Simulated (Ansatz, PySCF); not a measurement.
Torsion H5–C1–O2–Ge3 in CH3FGeO (SMILES C[O][Ge][F]); at each angle all else is relaxed with GFN2-xTB, and the levels are single points there.
Geometry at 0° (charge 0, multiplicity 1):
```xyz
7

C     -0.9085    -0.0667     0.1590
O      0.0850     0.9249     0.0053
Ge     1.4230     1.4784    -0.9381
F      1.4747     0.1601    -2.2381
H     -0.8329    -0.8164    -0.6299
H     -1.8912     0.4072     0.1174
H     -0.7818    -0.5474     1.1310
```

On the grid 0° to 120°, 60° is the highest and 0° the lowest point at MP2/CBS(cc-pVTZ, cc-pVQZ) + ΔCCSD(T)/cc-pVTZ.

Cores are frozen in the correlated methods. Filled d and f shells under p-block atoms count as core. Rows in 3-21G, 6-31G*, LANL2DZ carry no dispersion term and start afresh at each structure (6-31G* with six Cartesian d functions); the Pople sets are all-electron and without relativity. LANL2DZ brings its own core potentials from Na on.

The values were computed with Ansatz (an electronic-structure program); PySCF for 3-21G rows, 6-31G* rows, LANL2DZ rows, the dispersion terms. Values without a source in brackets are computed.

```csv
level,energy at 60° less that at 0° (kcal/mol)
HF/3-21G,1.14
BLYP-D3(BJ)/def2-TZVPP,1.53
BP86/6-31G*,1.73
B3LYP/LANL2DZ,?
B3LYP-D3(BJ)/def2-TZVPP,?
M06-2X/6-31G*,2.01
wB97X-V/def2-TZVPP,1.71
CCSD/cc-pVDZ,2.00
CCSD(T)/cc-pVDZ,2.01
```

### Question
What belongs in the gaps?

### Answer

- B3LYP/LANL2DZ, energy at 60° less that at 0° (kcal/mol): 0.82
- B3LYP-D3(BJ)/def2-TZVPP, energy at 60° less that at 0° (kcal/mol): 1.60
